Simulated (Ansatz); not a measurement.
Ansatz (a first-principles code) input (B3LYP/LANL2DZ): The .json file is the Basis Set Exchange's LANL2DZ.

Ansatz 0.2 input:
```yaml
crystal:
  periodic: [false, false, false]
  atoms:
    - {symbol: C, position_ang: [-1.89250856, -0.24898190, 0.15829436]}
    - {symbol: C, position_ang: [-0.77498054, -1.02860056, 0.19296365]}
    - {symbol: C, position_ang: [0.59694303, -0.69797606, 0.05745118]}
    - {symbol: C, position_ang: [1.07104325, 0.59258622, -0.15204584]}
    - {symbol: N, position_ang: [1.47413724, 1.67735991, -0.32843774]}
    - {symbol: H, position_ang: [-1.83610857, 0.82274702, 0.00639728]}
    - {symbol: H, position_ang: [-2.87552666, -0.68570982, 0.28302589]}
    - {symbol: H, position_ang: [-0.94699913, -2.09498305, 0.35168856]}
    - {symbol: H, position_ang: [1.33669064, -1.48573980, 0.11797233]}
basis:
  gaussian:
    orbitals: LANL2DZ.json
hamiltonian:
  xc: {name: B3LYP}
total_charge: -1
relax: {f_tol: 0.003, max_steps: 120}
```

Output:

```
Functional definition: B3LYP
integrals: 0.02 GiB planned
798 factors; integrals over basis functions are off by at most 3.5e-4 eV
mean field: 0.17 GiB planned
mean field evaluation 1: about -5696.5317 eV, gradient 4.2e1 eV
mean field evaluation 2: about -5690.7204 eV, gradient 6.7e1 eV
mean field evaluation 4: about -5701.2955 eV, gradient 2.1e0 eV
mean field evaluation 8: about -5701.3641 eV, gradient 1.1e-1 eV
mean field evaluation 16: about -5701.3642 eV, gradient 2.0e-5 eV
mean field -5701.36418949 eV, -209.5212694401 hartree, gradient 2.0e-5 eV, S^2 0.000000; 0 other end points of the search recorded, 0 dependent functions left out
the calculation of the forces begins
reference -5701.36441991 eV, -209.5212779080 hartree; 18, 18 occupied and 35, 35 virtual orbitals, 798 factors
relax step   1: F+E_penalty+E_count = -5701.36418949 eV  Δ(F+E_penalty+E_count) = +0.000e0 eV  max|allowed force component| = 3.386e0 eV/Å  Δτ_max = 0.0000 Å  (28 SCF iters, accepted)
these checks for a lower state are left out or cut short: starts, cluster_reference, orbital_swaps, neighbouring_geometries, increment
integrals: 0.02 GiB planned
798 factors; integrals over basis functions are off by at most 3.5e-4 eV
mean field: 0.17 GiB planned
mean field -5701.45094674 eV, -209.5244577103 hartree, gradient 1.3e-5 eV, S^2 0.000000; 0 other end points of the search recorded, 0 dependent functions left out
the calculation of the forces begins
reference -5701.45117724 eV, -209.5244661810 hartree; 18, 18 occupied and 35, 35 virtual orbitals, 798 factors
relax step   2: F+E_penalty+E_count = -5701.45094674 eV  Δ(F+E_penalty+E_count) = -8.676e-2 eV  max|allowed force component| = 1.346e-1 eV/Å  Δτ_max = 0.0481 Å  (32 SCF iters, accepted)
these checks for a lower state are left out or cut short: starts, cluster_reference, orbital_swaps, neighbouring_geometries, increment
integrals: 0.02 GiB planned
798 factors; integrals over basis functions are off by at most 3.5e-4 eV
mean field: 0.17 GiB planned
mean field evaluation 32: about -5701.4526 eV, gradient 1.4e-5 eV
mean field -5701.45261034 eV, -209.5245188466 hartree, gradient 1.4e-5 eV, S^2 0.000000; 0 other end points of the search recorded, 0 dependent functions left out
the calculation of the forces begins
reference -5701.45284100 eV, -209.5245273232 hartree; 18, 18 occupied and 35, 35 virtual orbitals, 798 factors
relax step   3: F+E_penalty+E_count = -5701.45261034 eV  Δ(F+E_penalty+E_count) = -1.664e-3 eV  max|allowed force component| = 1.592e-2 eV/Å  Δτ_max = 0.0109 Å  (34 SCF iters, accepted)
these checks for a lower state are left out or cut short: starts, cluster_reference, orbital_swaps, neighbouring_geometries, increment
integrals: 0.02 GiB planned
798 factors; integrals over basis functions are off by at most 3.5e-4 eV
mean field: 0.17 GiB planned
mean field -5701.45264747 eV, -209.5245202112 hartree, gradient 6.0e-5 eV, S^2 0.000000; 0 other end points of the search recorded, 0 dependent functions left out
the calculation of the forces begins
reference -5701.45287816 eV, -209.5245286887 hartree; 18, 18 occupied and 35, 35 virtual orbitals, 798 factors
relax step   4: F+E_penalty+E_count = -5701.45264747 eV  Δ(F+E_penalty+E_count) = -3.713e-5 eV  max|allowed force component| = 7.258e-3 eV/Å  Δτ_max = 0.0027 Å  (22 SCF iters, accepted)
these checks for a lower state are left out or cut short: starts, cluster_reference, orbital_swaps, neighbouring_geometries, increment
integrals: 0.02 GiB planned
798 factors; integrals over basis functions are off by at most 3.5e-4 eV
mean field: 0.17 GiB planned
mean field -5701.45265760 eV, -209.5245205835 hartree, gradient 1.6e-5 eV, S^2 0.000000; 0 other end points of the search recorded, 0 dependent functions left out
the calculation of the forces begins
reference -5701.45288831 eV, -209.5245290619 hartree; 18, 18 occupied and 35, 35 virtual orbitals, 798 factors
relax step   5: F+E_penalty+E_count = -5701.45265760 eV  Δ(F+E_penalty+E_count) = -1.013e-5 eV  max|allowed force component| = 1.100e-2 eV/Å  Δτ_max = 0.0048 Å  (25 SCF iters, accepted)
these checks for a lower state are left out or cut short: starts, cluster_reference, orbital_swaps, neighbouring_geometries, increment
integrals: 0.02 GiB planned
798 factors; integrals over basis functions are off by at most 3.5e-4 eV
mean field: 0.17 GiB planned
mean field -5701.45266360 eV, -209.5245208038 hartree, gradient 1.8e-5 eV, S^2 0.000000; 0 other end points of the search recorded, 0 dependent functions left out
the calculation of the forces begins
reference -5701.45289430 eV, -209.5245292820 hartree; 18, 18 occupied and 35, 35 virtual orbitals, 798 factors
relax step   6: F+E_penalty+E_count = -5701.45266360 eV  Δ(F+E_penalty+E_count) = -5.996e-6 eV  max|allowed force component| = 1.218e-3 eV/Å  Δτ_max = 0.0005 Å  (21 SCF iters, accepted)
integrals: 0.02 GiB planned
798 factors; integrals over basis functions are off by at most 3.5e-4 eV
mean field: 0.17 GiB planned
mean field evaluation 64: about -5701.4527 eV, gradient 5.3e-4 eV
mean field -5701.45266360 eV, -209.5245208038 hartree, gradient 1.8e-5 eV, S^2 0.000000; 1 other end points of the search recorded, 0 dependent functions left out
the calculation of the forces begins
reference -5701.45289430 eV, -209.5245292820 hartree; 18, 18 occupied and 35, 35 virtual orbitals, 798 factors
Total energy: -5701.45289430 eV, -209.5245292820 hartree
Atom 0 at    -1.920413    -0.251578     0.160480 Å, force    -0.000655    -0.000320     0.000087 eV/Å
Atom 1 at    -0.780883    -1.036261     0.194409 Å, force    -0.001125    -0.000473     0.000139 eV/Å
Atom 2 at     0.607873    -0.698235     0.056772 Å, force     0.000798    -0.000780     0.000056 eV/Å
Atom 3 at     1.097960     0.601037    -0.154976 Å, force     0.000022    -0.000609     0.000083 eV/Å
Atom 4 at     1.526693     1.712023    -0.336671 Å, force    -0.000092     0.000212    -0.000023 eV/Å
Atom 5 at    -1.868277     0.824867     0.008209 Å, force     0.000659     0.000426    -0.000102 eV/Å
Atom 6 at    -2.907554    -0.695036     0.286412 Å, force    -0.000463    -0.000222     0.000061 eV/Å
Atom 7 at    -0.950062    -2.110735     0.354067 Å, force     0.001007     0.001218    -0.000234 eV/Å
Atom 8 at     1.347354    -1.495380     0.118608 Å, force    -0.000152     0.000549    -0.000066 eV/Å
Dipole moment:    -0.266450    -0.669902     0.110077 e Å
```

The dipole moment of an ion depends on the origin.

The geometry given is a B3LYP-D3(BJ)/def2-TZVP minimum.
